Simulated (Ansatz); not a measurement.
A single point on C4H7Al, SMILES `C=C[C](=C)[AlH2]`.

```yaml
crystal:
  periodic: [false, false, false]
  atoms:
    - {symbol: C, position_ang: [0.114032, 1.634670, 1.209899]}
    - {symbol: C, position_ang: [0.629911, 1.022414, 0.144685]}
    - {symbol: C, position_ang: [0.177766, -0.258264, -0.390378]}
    - {symbol: C, position_ang: [0.785275, -0.772380, -1.473669]}
    - {symbol: Al, position_ang: [-1.274305, -1.347700, 0.326343]}
    - {symbol: H, position_ang: [-0.709105, 1.203956, 1.771534]}
    - {symbol: H, position_ang: [0.498563, 2.586941, 1.554918]}
    - {symbol: H, position_ang: [1.457107, 1.500759, -0.382764]}
    - {symbol: H, position_ang: [1.611088, -0.261493, -1.970450]}
    - {symbol: H, position_ang: [0.485473, -1.721552, -1.908651]}
    - {symbol: H, position_ang: [-2.134930, -0.937595, 1.596184]}
    - {symbol: H, position_ang: [-1.563775, -2.704954, -0.443551]}
basis:
  gaussian: {orbitals: def2-QZVPP}
correlation: {method: mp2}
```

```sh
$ ansatz run in.yaml --threads 4 --pin off --events-out ev --progress --plain --max-ram 10444MiB
```

Shortened log:

```
Functional definition: HF
3001 factors; integrals over basis functions are off by at most 8.2e-4 eV
mean field evaluation 1: about -10811.8932 eV, gradient 3.7e1 eV
mean field evaluation 2: about -10812.0470 eV, gradient 3.7e1 eV
mean field evaluation 4: about -10816.1584 eV, gradient 4.7e0 eV
mean field evaluation 8: about -10816.2323 eV, gradient 2.0e-1 eV
mean field -10816.23248731 eV, -397.4892124031 hartree, gradient 3.4e-6 eV, S^2 0.000000; 0 other end points of the search recorded, 0 dependent functions left out; unrestricted orbitals would lower it
mean field evaluation 16: about -10816.2139 eV, gradient 5.3e0 eV
9 core orbitals not correlated: weight in the atoms' cores, before any rotation towards them, 1.000 or more for the frozen orbitals, at most 0.000 for the correlated occupied ones
reference -10816.23248731 eV, -397.4892124031 hartree; 13, 13 occupied and 486, 486 virtual orbitals, 3001 factors
second order -20.96361403 eV of doubles, -0.00000000 eV of singles
Total energy: -10837.19610134 eV, -398.2596110089 hartree
```

Hardware: 4 threads of an Intel Xeon Platinum 8375C on a shared host. Wall time 20 s, peak host memory 3.4 GiB.
